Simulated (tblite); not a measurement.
Parent: `[CH3:1][c:2]1[c:3]([F:4])[cH:5][n:6][n:7]1[SiH3:8]`, C4H7FN2Si.

Structures optimised with GFN2-xTB, isolated species. One conformer each, not checked by frequencies here.

```
coordinate of the parent    value
                   C1–C2  1.483 Å
                   C2–C3  1.376 Å
                   C3–F4  1.344 Å
                   C3–C5  1.404 Å
                   C5–N6  1.312 Å
                   N6–N7  1.346 Å
                  N7–Si8  1.759 Å
                   C2–N7  1.359 Å
                C1–C2–C3   130.9°
                C1–C2–N7   123.3°
                C3–C2–N7   105.7°
                C2–C3–F4   126.5°
                C2–C3–C5   106.4°
                F4–C3–C5   127.1°
                C3–C5–N6   109.4°
                C5–N6–N7   107.3°
               N6–N7–Si8   118.2°
                C2–N7–N6   111.1°
               C2–N7–Si8   130.7°
```

Task: How does the shared frame change in `[CH3:1][c:2]1[cH:3][cH:4][n:5][n:6]1[SiH3:7]`, C4H8N2Si? Atoms pair as C1 = C1, C2 = C2, C3 = C3, C5 = C4, N6 = N5, N7 = N6, Si8 = Si7 (parent first).

Result: 
```json
{"parent": "C1–C2", "relative": "C1–C2", "value in the relative": "1.484 Å", "change": "+0.001"}
{"parent": "C2–C3", "relative": "C2–C3", "value in the relative": "1.373 Å", "change": "-0.003"}
{"parent": "C3–C5", "relative": "C3–C4", "value in the relative": "1.407 Å", "change": "+0.003"}
{"parent": "C5–N6", "relative": "C4–N5", "value in the relative": "1.310 Å", "change": "-0.002"}
{"parent": "N6–N7", "relative": "N5–N6", "value in the relative": "1.349 Å", "change": "+0.003"}
{"parent": "N7–Si8", "relative": "N6–Si7", "value in the relative": "1.753 Å", "change": "-0.006"}
{"parent": "C2–N7", "relative": "C2–N6", "value in the relative": "1.361 Å", "change": "+0.002"}
{"parent": "C1–C2–C3", "relative": "C1–C2–C3", "value in the relative": "131.0°", "change": "+0.1"}
{"parent": "C1–C2–N7", "relative": "C1–C2–N6", "value in the relative": "121.8°", "change": "-1.5"}
{"parent": "C3–C2–N7", "relative": "C3–C2–N6", "value in the relative": "107.2°", "change": "+1.5"}
{"parent": "C2–C3–C5", "relative": "C2–C3–C4", "value in the relative": "104.7°", "change": "-1.7"}
{"parent": "C3–C5–N6", "relative": "C3–C4–N5", "value in the relative": "111.0°", "change": "+1.6"}
{"parent": "C5–N6–N7", "relative": "C4–N5–N6", "value in the relative": "106.6°", "change": "-0.7"}
{"parent": "N6–N7–Si8", "relative": "N5–N6–Si7", "value in the relative": "118.1°", "change": "-0.1"}
{"parent": "C2–N7–N6", "relative": "C2–N6–N5", "value in the relative": "110.6°", "change": "-0.5"}
{"parent": "C2–N7–Si8", "relative": "C2–N6–Si7", "value in the relative": "131.3°", "change": "+0.6"}
```

Of the parent's bonds, N7–Si8 changes most (-0.006 Å). Point group Cs → Cs.

Task: How does the shared frame change in `[CH:1]#[C:2][SiH2:3][n:4]1[n:5][cH:6][c:7]([F:8])[c:9]1[CH3:10]` with C2–Si3–N4–N5 -117°, C6H7FN2Si? Atoms pair as C1 = C10, C2 = C9, C3 = C7, F4 = F8, C5 = C6, N6 = N5, N7 = N4, Si8 = Si3 (parent first).

Result: 
```json
{"parent": "C1–C2", "relative": "C10–C9", "value in the relative": "1.483 Å", "change": "0.000"}
{"parent": "C2–C3", "relative": "C9–C7", "value in the relative": "1.376 Å", "change": "0.000"}
{"parent": "C3–F4", "relative": "C7–F8", "value in the relative": "1.345 Å", "change": "+0.001"}
{"parent": "C3–C5", "relative": "C7–C6", "value in the relative": "1.403 Å", "change": "-0.001"}
{"parent": "C5–N6", "relative": "C6–N5", "value in the relative": "1.312 Å", "change": "0.000"}
{"parent": "N6–N7", "relative": "N5–N4", "value in the relative": "1.345 Å", "change": "-0.001"}
{"parent": "N7–Si8", "relative": "N4–Si3", "value in the relative": "1.764 Å", "change": "+0.005"}
{"parent": "C2–N7", "relative": "C9–N4", "value in the relative": "1.358 Å", "change": "-0.001"}
{"parent": "C1–C2–C3", "relative": "C10–C9–C7", "value in the relative": "130.9°", "change": "0.0"}
{"parent": "C1–C2–N7", "relative": "C10–C9–N4", "value in the relative": "123.5°", "change": "+0.2"}
{"parent": "C3–C2–N7", "relative": "C7–C9–N4", "value in the relative": "105.7°", "change": "0.0"}
{"parent": "C2–C3–F4", "relative": "C9–C7–F8", "value in the relative": "126.4°", "change": "-0.1"}
{"parent": "C2–C3–C5", "relative": "C9–C7–C6", "value in the relative": "106.4°", "change": "0.0"}
{"parent": "F4–C3–C5", "relative": "F8–C7–C6", "value in the relative": "127.1°", "change": "0.0"}
{"parent": "C3–C5–N6", "relative": "C7–C6–N5", "value in the relative": "109.4°", "change": "0.0"}
{"parent": "C5–N6–N7", "relative": "C6–N5–N4", "value in the relative": "107.3°", "change": "0.0"}
{"parent": "N6–N7–Si8", "relative": "N5–N4–Si3", "value in the relative": "118.2°", "change": "0.0"}
{"parent": "C2–N7–N6", "relative": "C9–N4–N5", "value in the relative": "111.2°", "change": "+0.1"}
{"parent": "C2–N7–Si8", "relative": "C9–N4–Si3", "value in the relative": "130.6°", "change": "-0.1"}
```

Of the parent's bonds, N7–Si8 changes most (+0.005 Å). Bonds of the relative outside the shared frame: C1≡C2 1.203, C2–Si3 1.852 Å. Point group Cs → C1.

All values are computed, not measured.
